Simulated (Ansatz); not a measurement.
The cluster AgPd2⁻, relaxed as a singlet with RKS r2SCAN-D4/def2-TZVPD in Ansatz, starting from the GFN2-xTB geometry. Force threshold 0.02 eV/Å.

In the def2 sets Ag, Pd take a core potential; there is no spin–orbit coupling. The highest occupied level of the charge -1 singlet lies above zero (up to 1.10 eV). The electron is either unbound and held by the finite basis, or the level is raised by self-interaction error. The structure comes from a short search, and lower isomers may exist.

Start:

```xyz
3

Pd    0.3261    1.5486   -0.3103
Pd   -0.4538   -1.0687   -1.1146
Ag    0.1277   -0.4799    1.4249
```

| step | energy (eV) | largest force component (eV/Å) | SCF passes |
| --- | --- | --- | --- |
| 1 | -10966.3748 | 0.994 | 22 |
| 2 | -10966.5226 | 0.136 | 31 |
| 3 | -10966.5240 | 0.053 | 25 |
| 4 | -10966.5242 | 0.001 | 27 |

Force components are those of the run's own axes.

End:

```xyz
3

Pd    0.2915    1.4296   -0.3422
Pd   -0.4192   -0.9533   -1.0777
Ag    0.1278   -0.4763    1.4199
```

By distances, no bond broke or formed. The bond that changes most is Pd1–Pd2, from 2.85 to 2.59 Å (atoms count from 1). The end is the same structure that another start reached, the lowest one found.

No frequencies were taken in this run, so the end may be a saddle point.

Hardware: 4 threads of Arm Neoverse V1 on a shared host. Wall time 8 s.
